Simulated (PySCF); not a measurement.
C₂H₄Cl (SMILES C[CH-]Cl), charge -1, singlet, geometry from GFN2-xTB (in this run its highest filled SCF level lies above zero, so its values depend strongly on the basis, on diffuse functions most of all). Base run: CAMB3LYP/def2-SVP in PySCF.

PySCF was given this input:
```python
from pyscf import gto, scf, dft

mol = gto.Mole()
mol.atom = '''
    C    -0.042363    0.943018    0.116436
    C     1.460687    0.703025   -0.003663
    Cl   -0.807666   -0.778354    0.014588
    H    -0.369318    1.357038   -0.879022
    H     1.947383    1.686893   -0.015681
    H     1.833947    0.158331    0.870838
    H     1.808367    0.153491   -0.900761
'''
mol.basis = 'def2-svp'
mol.charge = -1
mol.spin = 0
mol.verbose = 5
mol.build()

mf = dft.RKS(mol)
mf.xc = 'camb3lyp'
mf.kernel()
mf.analyze()
```

The base run was repeated with changes; each row names its change, and settings that it needs were set with it.

| change | ΔE vs base (mEh) | fitting functions |
|---|---|---|
| base | 0.000 | - |
| auxbasis = default (with mf = mf.density_fit()) | -0.038 | 350 |
| exchange = seminumerical (SGX) (with mf = sgx.sgx_fit(mf, auxbasis='def2-universal-jfit'); with mf.with_df.dfj = True) | -0.249 | 193 |
| auxbasis = def2-tzvp-ri | -24.744 | 325 |
| auxbasis = cc-pvqz-jkfit | -0.075 | 564 |
| auxbasis = def2-svp-ri | -637.5 | 214 |
| auxbasis = even-tempered beta=3.0 | -1.351 | 342 |
| auxbasis = def2-universal-jkfit | -0.038 | 350 |
| auxbasis = cc-pvtz-ri | -10.924 | 404 |
| auxbasis = even-tempered beta=1.6 | 0.006 | 746 |

A fitting set is made for a task (jfit for Coulomb, jkfit for Coulomb and exchange, ri for correlation) and for a family of orbital bases.
